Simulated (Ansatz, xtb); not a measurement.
# Relative energy of two isomers of C4H2BrNO

Structure a is `N#CC(=C=O)CBr`, a singlet and structure b is `N#CCC(Br)=C=O`, a singlet. Both are isolated molecules in the gas phase, relaxed with r2SCAN-D4/def2-SVP; the shapes shown needn't be the lowest conformers.

a (Å):

```yaml
atoms:
  - { symbol: C, position_ang: [0.8347, -1.0677, -0.7172] }
  - { symbol: C, position_ang: [-0.2528, -1.9783, -0.6374] }
  - { symbol: C, position_ang: [-0.0913, -3.1015, 0.0776] }
  - { symbol: C, position_ang: [-1.5870, -1.6698, -1.2473] }
  - { symbol: Br, position_ang: [-2.6520, -0.3947, -0.1781] }
  - { symbol: N, position_ang: [1.7127, -0.3048, -0.8121] }
  - { symbol: O, position_ang: [0.0259, -4.0888, 0.6685] }
  - { symbol: H, position_ang: [-1.4535, -1.1926, -2.2258] }
  - { symbol: H, position_ang: [-2.2056, -2.5688, -1.3549] }
```

b (Å):

```csv
atom,x (Å),y (Å),z (Å)
C,-1.9294,-0.0200,1.2208
C,-1.8355,0.3376,-0.1975
C,-1.3179,-0.7823,-1.0584
C,-2.0437,-1.4455,-1.9459
Br,0.4726,-1.3739,-0.8441
N,-1.9991,-0.3054,2.3451
O,-2.6713,-2.0205,-2.7419
H,-2.8343,0.6465,-0.5510
H,-1.1804,1.2222,-0.2939
```

Problem. Estimate E(b) − E(a) at the level CCSD(T)/def2-SVP + ΔMP2/def2-TZVPP.

Solution. Calculated at CCSD(T)/def2-SVP + ΔMP2/def2-TZVPP: E(b) − E(a) = +6.3 kcal/mol, so structure a lies lower.

How the difference moves with the method:

| level | geometry | E(b) − E(a) (kcal/mol) | departure from the last row (kcal/mol) | job, with rough time for the two |
| --- | --- | --- | --- | --- |
| GFN2-xTB | GFN2-xTB | +5.6 | −0.7 | optimisation, 0.2 s |
| HF/STO-3G | GFN2-xTB | +5.2 | −1.0 | single point, 0.88 s |
| r2SCAN-D4/def2-SVP//GFN2-xTB | GFN2-xTB | +8.5 | +2.2 | single point, 4 s |
| r2SCAN-D4/def2-SVP | r2SCAN-D4/def2-SVP | +8.1 | +1.9 | optimisation, 54 s |
| HF/def2-SVP | r2SCAN-D4/def2-SVP | +6.8 | +0.6 | part of the CCSD(T) run |
| MP2/def2-SVP | r2SCAN-D4/def2-SVP | +7.2 | +0.9 | part of the CCSD(T) run |
| CCSD(T)/def2-SVP | r2SCAN-D4/def2-SVP | +6.4 | +0.2 | single point |
| CCSD(T)/def2-SVP + ΔMP2/def2-TZVPP | r2SCAN-D4/def2-SVP | +6.3 |  | single point, 76 s |

As drawn, both hold the same kinds of bond in the same numbers.

None of the levels shown reverses the order. The largest departure from CCSD(T)/def2-SVP + ΔMP2/def2-TZVPP is that of r2SCAN-D4/def2-SVP//GFN2-xTB, 2.2 kcal/mol. The last row adds to CCSD(T) the change of the MP2 difference between the two basis sets, here −0.2 kcal/mol.

With thermal terms from frequencies at re-optimised GFN2-xTB minima (ideal gas, soft modes damped towards free rotors, one conformer each, 298.15 K, 1 atm): on the last row, ΔE + ΔZPE = +6.0, ΔH = +6.1, ΔG = +5.9 kcal/mol.

The correlated steps freeze 15 core orbitals; the filled d shell of Br is correlated, in a basis made for valence electrons. Codes used: Ansatz 0.2.0, xtb 6.7.1; the last row on 2 threads of Intel(R) Xeon(R) Processor @ 2.70GHz on a shared host.
